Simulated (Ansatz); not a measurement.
Cl5Ta, charge -1, doublet, geometry from GFN2-xTB (such geometries of metal compounds can be far from the true shape) (the multiplicity is a formal guess) (core potentials on Ta) (a gas-phase anion, which may not be bound at this level), with bond 5-1 at 1.5 times its length; Ansatz (a first-principles code) with HF/def2-SVP.

Ansatz was given this input:
Ansatz 0.2 input:
```yaml
crystal:
  periodic: [false, false, false]
  atoms:
    - {symbol: Ta, position_ang: [0.05144744, 0.04207757, -0.03644656]}
    - {symbol: Cl, position_ang: [1.73907412, -0.59013818, 1.59068050]}
    - {symbol: Cl, position_ang: [-1.61972561, 0.68775034, -1.67522975]}
    - {symbol: Cl, position_ang: [0.07586183, 2.18513661, 0.77698286]}
    - {symbol: Cl, position_ang: [1.67448008, -1.81512141, -2.43232834]}
    - {symbol: Cl, position_ang: [-1.54960089, -1.26737972, 1.09777330]}
basis:
  gaussian:
    orbitals: def2-SVP
hamiltonian:
  xc: hf
total_charge: -1
magnetization: {spin_polarized: true, initial_magnetization: 1}
```

What the program printed (banner, timings and long lists left out):

```
Functional definition: HF
1115 factors; integrals over basis functions are off by at most 9.3e-4 eV
mean field evaluation 1: about -64031.7949 eV, gradient 3.4e1 eV
mean field evaluation 2: about -64031.8138 eV, gradient 3.4e1 eV
mean field evaluation 4: about -64040.5367 eV, gradient 5.0e0 eV
mean field evaluation 8: about -64041.3895 eV, gradient 5.2e-1 eV
mean field evaluation 16: about -64041.4261 eV, gradient 1.1e-4 eV
mean field evaluation 32: about -64039.0834 eV, gradient 1.5e1 eV
mean field evaluation 64: about -64041.2786 eV, gradient 4.2e-1 eV
mean field evaluation 96: about -64041.3850 eV, gradient 9.0e-1 eV
mean field evaluation 128: about -64039.6892 eV, gradient 2.8e-1 eV
mean field evaluation 160: about -64041.2770 eV, gradient 4.5e-1 eV
mean field evaluation 192: about -64040.1552 eV, gradient 1.5e0 eV
mean field evaluation 224: about -64038.4733 eV, gradient 6.0e-1 eV
mean field evaluation 256: about -64038.5570 eV, gradient 9.0e-1 eV
mean field evaluation 288: about -64036.5875 eV, gradient 1.6e1 eV
mean field evaluation 320: about -64041.2485 eV, gradient 1.5e0 eV
mean field evaluation 352: about -64037.2059 eV, gradient 9.2e0 eV
mean field evaluation 384: about -64041.3341 eV, gradient 2.0e0 eV
mean field -64041.42610024 eV, -2353.4790003462 hartree, gradient 4.9e-6 eV, S^2 0.757242; 6 other end points of the search recorded, 0 dependent functions left out
reference -64041.42610024 eV, -2353.4790003462 hartree; 50, 49 occupied and 72, 73 virtual orbitals, 1115 factors
Total energy: -64041.42610024 eV, -2353.4790003462 hartree
```
